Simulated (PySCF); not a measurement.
**Re: excitation energy**

Re [Xe] 4f14 5d5 6s2 (6S) → Re [Xe] 4f14 5d6 6s1 (6D), as a difference of total energies. Computed with PySCF 2.14 in def2-QZVPPD with the def2 core potential (60 electrons), with a scalar-relativistic core potential. Correlated levels: valence: 5s2 5p6 frozen; valence and next inner shell: nothing frozen outside the core potential. The calculations carry no spin-orbit coupling.

```json
{"method": "UHF", "excitation energy (eV)": "1.813", "error (eV)": "+0.054"}
{"method": "LDA", "excitation energy (eV)": "1.460", "error (eV)": "-0.299"}
{"method": "PBE", "excitation energy (eV)": "1.218", "error (eV)": "-0.541"}
{"method": "PBE0", "excitation energy (eV)": "1.283", "error (eV)": "-0.476"}
{"method": "r2SCAN", "excitation energy (eV)": "1.262", "error (eV)": "-0.497"}
{"method": "BLYP", "excitation energy (eV)": "1.407", "error (eV)": "-0.352"}
{"method": "BP86", "excitation energy (eV)": "1.196", "error (eV)": "-0.563"}
{"method": "r2SCAN0", "excitation energy (eV)": "1.371", "error (eV)": "-0.388"}
{"method": "HSE06", "excitation energy (eV)": "1.285", "error (eV)": "-0.474"}
{"method": "MP2 (valence)", "excitation energy (eV)": "1.642", "error (eV)": "-0.117"}
{"method": "SCS-MP2 (valence)", "excitation energy (eV)": "1.636", "error (eV)": "-0.123"}
{"method": "MP2 (valence and next inner shell)", "excitation energy (eV)": "1.786", "error (eV)": "+0.027"}
{"method": "SCS-MP2 (valence and next inner shell)", "excitation energy (eV)": "1.867", "error (eV)": "+0.108"}
```

Reference: 1.759 eV (measured; NIST levels, between the centres of gravity of the two terms).

Errors of the correlated levels include the incompleteness of this basis and the frozen core.
